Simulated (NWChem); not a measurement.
pentafluoroethane (C$_{2}$HF$_{5}$); SMILES FC(F)C(F)(F)F

```xyz
8

F      0.0541    -1.4530    -1.0920
C     -0.4373    -0.8550     0.0000
F      0.0541    -1.4530     1.0920
C     -0.0004     0.6113     0.0000
F      1.3188     0.7197     0.0000
F     -0.4823     1.2192     1.0791
F     -0.4823     1.2192    -1.0791
H     -1.5392    -0.9234     0.0000
```
Atoms are numbered in this order, from 1.

Program: NWChem. Pople sets run with spherical d functions. Coordinates come from a PBE0/def2-SVP optimisation. Level: PBE/6-31G* with SMD (1 M gas to 1 M solution), gas-phase geometry.

**Question.** Estimate the computed values for solvent 1,4-dioxane. Quantities: solvation free energy (kcal/mol); cavity-dispersion-structure term (kcal/mol); dipole in solution (D).

**Answer.** 
```
Property                                     Value
-------------------------------------------  -----
solvation free energy (kcal/mol)               0.6
cavity-dispersion-structure term (kcal/mol)    1.9
dipole in solution (D)                        1.33
```
